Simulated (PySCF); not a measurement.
Isomers of C6H11N3S, one GFN2-xTB conformer each. Single-point energies are computed at PBE0/pcSseg-1 (PySCF, gas phase, no added dispersion term), electronic only.

Question: Rank them by PBE0/pcSseg-1 energy, lowest first (kcal/mol).
A. `[CH3:1][CH2:2][n:3]1[n:4][n:5][c:6]([S:7][CH3:8])[c:9]1[CH3:10]` with C1–C2–N3–N4 -98°, N5–C6–S7–C8 -1°
B. `[CH3:1][S:2][c:3]1[cH:4][n:5]([CH:6]([CH3:7])[CH3:8])[n:9][n:10]1` with C1–S2–C3–C4 180°, C4–N5–C6–C7 -119°
C. `[CH3:1][S:2][c:3]1[n:4][nH:5][n:6][c:7]1[CH:8]([CH3:9])[CH3:10]` with C1–S2–C3–N4 0°, N6–C7–C8–C9 118°
D. `[CH3:1][CH2:2][n:3]1[n:4][c:5]([CH3:6])[c:7]([S:8][CH3:9])[n:10]1` with C1–C2–N3–N4 -88°, C5–C7–S8–C9 -179°
E. `[CH3:1][S:2][c:3]1[cH:4][n:5][n:6][n:7]1[CH:8]([CH3:9])[CH3:10]` with C1–S2–C3–C4 0°, N6–N7–C8–C9 -61°

Answer: D (0.0), C (3.2), A (6.4), B (9.1), E (10.3).

Neighbours under 2.5 kcal/mol apart (CSc1cn(C(C)C)nn1 and CSc1cnnn1C(C)C) can change places with a better method, another conformer or zero-point energy. GFN2-xTB itself gives, in the same order: 0.0, 7.7, 3.8, 6.8, 6.8. Both levels put the same isomer lowest; measured from each level's own lowest isomer, the values differ by up to 4.5 kcal/mol (CSc1n[nH]nc1C(C)C: 7.7 against 3.2).

Question: Which frontier levels, dipoles and rotational constants go with these structures?

Answer: 
| SMILES | HOMO (eV, PBE0/pcSseg-1) | LUMO (eV) | dipole (D) | A, B, C (MHz) |
| --- | --- | --- | --- | --- |
| CCn1nc(C)c(SC)n1 | -6.04 | 0.15 | 1.51 | 1726, 816.8, 587.5 |
| CSc1n[nH]nc1C(C)C | -6.25 | 0.02 | 1.05 | 1491, 1035, 705.5 |
| CCn1nnc(SC)c1C | -5.87 | 0.12 | 3.65 | 2586, 696.0, 582.5 |
| CSc1cn(C(C)C)nn1 | -5.99 | 0.03 | 3.19 | 3463, 555.0, 534.8 |
| CSc1cnnn1C(C)C | -6.45 | 0.18 | 4.18 | 1762, 884.6, 676.9 |
